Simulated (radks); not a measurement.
Values are calculated unless marked as measured or tabulated.
Task: Code: a radial shooting solver on a logarithmic mesh with Libxc functionals. Model: scalar-relativistic Kohn-Sham, exchange-only LDA, spin-polarised, spherical densities, finite nucleus; open shells are filled with parallel spins first; Fermi nuclear charge, rms radius of each element as measured or else 0.836 A^(1/3) + 0.57 fm. Response by self-consistent Sternheimer equations with the Hartree and adiabatic exchange-only LDA kernel, the relativistic mass of each level held fixed and spin-orbit coupling left out. Rank F5+, F3+, F4+, F6+, F+, F, F2+ (NIST ground configurations) by static dipole polarisability, largest first.

Result: F 4.563, F+ 1.957, F2+ 1.279, F3+ 0.9577, F4+ 0.7955, F5+ 0.7339, F6+ 0.5865 bohr^3.
